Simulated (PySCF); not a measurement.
Compound: C6H10ClN3.
Cartesian coordinates in Å at the GFN2-xTB level; atoms count from 1:
```
atom  x, y, z in Å
C1     2.3996   -0.6762    0.5225
C2     1.6633    0.4426   -0.1078
N3     2.2171    1.5052   -0.6159
N4     1.2520    2.3030   -1.0978
C5     0.1187    1.7108   -0.8741
Cl6   -1.3859    2.3470   -1.3118
N7     0.2982    0.5095   -0.2418
C8    -0.6838   -0.4665    0.1910
C9    -1.4554   -1.0212   -1.0047
C10   -1.6162    0.1365    1.2398
H11    2.2183   -1.6099   -0.0088
H12    2.1023   -0.8001    1.5633
H13    3.4594   -0.4443    0.4815
H14   -0.1122   -1.2802    0.6513
H15   -0.7688   -1.4028   -1.7576
H16   -2.0728   -0.2492   -1.4547
H17   -2.0979   -1.8336   -0.6761
H18   -2.2342    0.9151    0.8021
H19   -1.0424    0.5647    2.0591
H20   -2.2643   -0.6397    1.6377
```

Computed at PBE0/pcSseg-1 (PySCF, non-relativistic), with Q(14N) = 0.02044 b, Q(35Cl) = −0.0817 b: N3, 14N (I = 1): χzz = -4.899 MHz, η = 0.333; N4, 14N (I = 1): χzz = -4.951 MHz, η = 0.312; Cl6, 35Cl (I = 3/2): χzz = -77.86 MHz, η = 0.069; N7, 14N (I = 1): χzz = -3.142 MHz, η = 0.181.

Task: Where would the pure quadrupole (NQR) lines of 14N at N3 fall for the rigid, isolated species?

Result: From ν± = (3/4)|χ|(1 ± η/3) and ν0 = |χ|η/2: ν+ 4.082 MHz, ν− 3.267 MHz, ν0 0.816 MHz (pyridine-type nitrogen).

Task: Where would the pure quadrupole (NQR) lines of 14N at N4 fall for the rigid, isolated species?

Result: From ν± = (3/4)|χ|(1 ± η/3) and ν0 = |χ|η/2: ν+ 4.100 MHz, ν− 3.327 MHz, ν0 0.773 MHz (pyridine-type nitrogen).

Task: Find the zero-field quadrupole resonance frequencies of 35Cl at Cl6.

Result: From ν = (|χ|/2)√(1 + η²/3): ν = 38.96 MHz (aryl chlorine). For 37Cl the ratio of quadrupole moments, 0.7881, gives 30.70 MHz.

Task: Where would the pure quadrupole (NQR) lines of 14N at N7 fall for the rigid, isolated species?

Result: From ν± = (3/4)|χ|(1 ± η/3) and ν0 = |χ|η/2: ν+ 2.498 MHz, ν− 2.215 MHz, ν0 0.284 MHz (pyrrole-type nitrogen).

Task: Apply the simplest Townes–Dailey estimate (no s hybridisation, no π bonding), ionic character = 1 − χzz/χ0, where χ0 is the coupling for one missing p electron along the bond: −109.74 MHz for 35Cl.

Result: Cl6 on C5: 1 − (-77.86)/(-109.74) = 0.29. In this model a purely covalent bond gives χ0 and a free halide ion gives zero; s hybridisation or π bonding, where present, is counted here as ionic character.

In a crystal, neighbours and librations shift these lines. GFN2-xTB bond lengths can be off by several hundredths of an ångström, more for odd bonds, and the gradients follow them. The small basis limits the accuracy of the gradients.

One conformer stands for the species.
